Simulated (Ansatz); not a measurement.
System: ethenylboronic acid, C₂H₅BO₂ (charge 0, singlet). 
Structure (B3LYP-D3(BJ)/def2-TZVP (Ansatz, a first-principles code) minimum search):
SMILES: OB(C=C)O
```xyz
10

C      2.0292     0.0201     0.3028
C      0.8568    -0.6031     0.4104
B     -0.5128    -0.0248    -0.0674
O     -0.6727     1.2027    -0.6590
O     -1.6268    -0.7923     0.1158
H      2.1242     1.0086    -0.1392
H      2.9586    -0.4180     0.6481
H      0.8474    -1.5902     0.8649
H      0.1416     1.7019    -0.7644
H     -2.4280    -0.3631    -0.2056
```
Charge 0, spin multiplicity 1.

Dipole moments at this geometry, in debye (magnitudes).

```tsv
level	program	dipole (D)
SVWN5/def2-TZVPD	Ansatz	1.42
BLYP/def2-TZVPD	Ansatz	1.40
revPBE/def2-TZVPD	Ansatz	1.37
r2SCAN/def2-TZVPD	Ansatz	1.44
B97M-V/def2-TZVPD	Ansatz	1.44
B3LYP/def2-TZVPD	Ansatz	1.48
PBE0/def2-TZVPD	Ansatz	1.48
r2SCANh/def2-TZVPD	Ansatz	1.48
r2SCAN0/def2-TZVPD	Ansatz	1.52
CAM-B3LYP/def2-TZVPD	Ansatz	1.52
LC-wPBE/def2-TZVPD	Ansatz	1.53
wB97M-V/def2-TZVPD	Ansatz	1.49
CCSD(T)/aug-cc-pVDZ	Ansatz	?
```

Q: What belongs in the gaps?

A: 
- CCSD(T)/aug-cc-pVDZ, dipole (D): 1.47
